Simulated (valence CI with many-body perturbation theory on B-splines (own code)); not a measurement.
# As¹⁹⁺: electric-dipole lines

Method: relativistic CI+MBPT: four valence electrons over a frozen Dirac-Fock core [Ne], a basis of 11 s, 11 p, 10 d, 8 f, 5 g, 2 h functions for each j, with the one-electron correlation potential Σ1 (screened to all orders), the two-electron term Σ2, the three-electron term Σ3, Breit, model QED; selected single and double excitations, second order for the rest, scaled by the run's own slope (own B-spline code, finite nucleus).

No measured levels were compared; by estimate levels of excited configurations hold to 0.05 to 0.15 % of their energy, terms of the ground configuration to about 0.5 %. Among the levels kept, up to 840 cm⁻¹ of a level comes from second order outside the variational space, and about a tenth of that is noise between levels of different J, which matters for small intervals.

Lines 101 to 150 of 567 in falling wavelength, among levels below 1863700 cm⁻¹, chosen from the strongest by gf and those to the six lowest levels. Wavelengths and rates use the calculated energies, so an error of 300 cm⁻¹ moves a line at 18.86 nm by 0.057 % and its rate by three times that or more. Electric multipoles are in the length gauge, E1 and E2 with the static RPA response of the core. Weak lines are less certain than strong ones. Lines between different terms over intervals too small for the method are left out, as are lines whose strength nearly cancels. Where a level lies close to another of its J and parity, the split of strength between their lines is uncertain. The highest levels of a list are the least certain.

Names give the largest LS component (configuration and term), which can be under half, so a name can repeat, a term be missing and a line seem to break the LS rules; names also repeat where a configuration has a term twice. Letters in brackets count levels of one name in rising energy.

```csv
λ vac (nm),Upper,Lower,A (s⁻¹),S (a.u.) with core polarisation,S without
18.86,3p3 3d 3G°_4,3s 3p2 3d 3F_3 [a],2.71e+09,8.08e-02,8.31e-02
18.85,3p3 3d 5D°_1,3s 3p2 3d 5D_2,1.36e+10,1.34e-01,1.39e-01
18.83,3s 3p 3d2 5P°_3 [b],3s 3p2 3d 3P_2 [b],3.54e+09,8.17e-02,8.42e-02
18.68,3s 3p2 3d 3F_3 [c],3s2 3p 3d 3P°_2 [a],1.36e+10,3.06e-01,3.15e-01
18.68,3s 3p3 1P°_1,3s2 3p2 1S_0,7.44e+09,7.18e-02,7.41e-02
18.67,3p3 3d 3G°_3,3s 3p2 3d 3F_2 [a],5.14e+09,1.16e-01,1.19e-01
18.67,3p3 3d 5D°_2,3s 3p2 3d 5D_3,1.17e+10,1.87e-01,1.93e-01
18.65,3p3 3d 3F°_4 [b],3s 3p2 3d 3G_5,1.11e+10,3.20e-01,3.30e-01
18.64,3p3 3d 5D°_0,3s 3p2 3d 5D_1,2.09e+10,6.68e-02,6.88e-02
18.58,3p3 3d 3F°_2 [b],3s 3p2 3d 3G_3,1.04e+10,1.65e-01,1.70e-01
18.55,3s 3p2 3d 3D_3 [d],3s2 3p 3d 3P°_2 [b],1.27e+10,2.80e-01,2.88e-01
18.53,3p3 3d 5D°_2,3s 3p2 3d 5D_1,4.88e+09,7.67e-02,7.91e-02
18.50,3s2 3p 3d 3F°_2,3s2 3p2 1D_2,1.91e+09,2.99e-02,3.09e-02
18.49,3p3 3d 3F°_4 [b],3s 3p2 3d 3D_3 [a],3.39e+09,9.52e-02,9.80e-02
18.43,3s 3p3 1D°_2,3s2 3p2 3P_2,3.22e+07,4.98e-04,5.16e-04
18.42,3s 3p2 3d 3F_3 [b],3s2 3p 3d 3F°_3,3.96e+09,8.56e-02,8.82e-02
18.33,3p3 3d 5D°_4,3s 3p2 3d 5F_4,5.61e+09,1.53e-01,1.58e-01
18.32,3s 3p2 3d 3D_2 [e],3s2 3p 3d 3P°_2 [b],4.81e+09,7.30e-02,7.52e-02
18.31,3s 3p 3d2 3G°_5,3s 3p2 3d 3F_4 [c],1.12e+10,3.72e-01,3.83e-01
18.30,3p3 3d 3F°_4 [a],3s 3p2 3d 5F_5,1.09e+10,2.96e-01,3.05e-01
18.29,3s 3p 3d2 5D°_3 [b],3s 3p2 3d 3F_4 [b],6.67e+09,1.41e-01,1.45e-01
18.28,3p3 3d 3F°_3 [a],3s 3p2 3d 5F_3,3.52e+09,7.43e-02,7.66e-02
18.28,3s 3p2 3d 3D_2 [b],3s2 3p 3d 3F°_2,4.96e+09,7.47e-02,7.70e-02
18.25,3s 3p2 3d 3D_3 [d],3s2 3p 3d 3D°_3,1.94e+10,4.06e-01,4.19e-01
18.20,3s 3p2 3d 1D_2 [b],3s2 3p 3d 3P°_2 [b],1.48e+10,2.20e-01,2.27e-01
18.16,3s 3p 3d2 5D°_3 [c],3s 3p2 3d 3F_4 [b],6.52e+09,1.35e-01,1.39e-01
18.09,3p3 3d 5D°_3,3s 3p2 3d 5D_2,3.99e+09,8.15e-02,8.41e-02
18.08,3s 3p 3d2 3G°_3 [a],3s 3p2 3d 3F_2 [b],1.17e+10,2.38e-01,2.45e-01
18.06,3s 3p3 3P°_1,3s2 3p2 3P_0,2.51e+09,2.19e-02,2.26e-02
18.06,3s 3p2 3d 3D_2 [e],3s2 3p 3d 3P°_1,7.14e+09,1.04e-01,1.07e-01
18.05,3s 3p 3d2 3G°_3 [b],3s 3p2 3d 3F_2 [b],4.31e+09,8.76e-02,9.01e-02
18.02,3s 3p2 3d 3D_2 [e],3s2 3p 3d 3D°_3,4.80e+09,6.94e-02,7.15e-02
17.98,3p3 3d 3D°_2 [c],3s 3p2 3d 3D_3 [b],9.82e+09,1.41e-01,1.45e-01
17.97,3s 3p 3d2 5D°_3 [a],3s 3p2 3d 1G_4,3.29e+09,6.59e-02,6.79e-02
17.94,3s 3p2 3d 1D_2 [b],3s2 3p 3d 3P°_1,9.82e+09,1.40e-01,1.44e-01
17.90,3s 3p 3d2 3H°_5,3s 3p2 3d 3F_4 [b],2.25e+09,7.02e-02,7.22e-02
17.84,3s 3p 3d2 5F°_3 [b],3s 3p2 3d 3D_3 [a],5.06e+09,9.92e-02,1.02e-01
17.80,3s 3p2 3d 3D_1 [d],3s2 3p 3d 3P°_1,2.23e+10,1.86e-01,1.92e-01
17.74,3s 3p3 1D°_2,3s2 3p2 3P_1,4.52e+08,6.23e-03,6.41e-03
17.73,3s 3p 3d2 3G°_3 [b],3s 3p2 3d 3D_2 [d],1.39e+10,2.68e-01,2.76e-01
17.73,3s 3p 3d2 3G°_4 [a],3s 3p2 3d 3F_3 [c],1.24e+10,3.07e-01,3.16e-01
17.69,3p3 3d 3D°_1 [c],3s 3p2 3d 3P_1 [b],8.05e+09,6.59e-02,6.79e-02
17.66,3p3 3d 5D°_3,3s 3p2 3d 5F_4,1.11e+10,2.11e-01,2.18e-01
17.65,3s 3p2 3d 3D_2 [e],3s2 3p 3d 1D°_2,1.41e+10,1.91e-01,1.97e-01
17.65,3s 3p2 3d 1F_3 [b],3s2 3p 3d 1F°_3,5.04e+10,9.58e-01,9.87e-01
17.59,3s 3p 3d2 3G°_3 [b],3s 3p2 3d 3D_3 [b],3.80e+09,7.15e-02,7.36e-02
17.58,3s 3p2 3d 3D_1 [d],3s2 3p 3d 3P°_0,1.78e+10,1.43e-01,1.48e-01
17.58,3p3 3d 3F°_4 [a],3s 3p2 3d 5F_4,4.35e+09,1.05e-01,1.08e-01
17.58,3s 3p2 3d 1P_1 [a],3s2 3p 3d 3F°_2,1.29e+10,1.04e-01,1.07e-01
17.57,3s 3p2 3d 3G_3,3s 3p3 1D°_2,4.47e+09,8.38e-02,8.63e-02
```
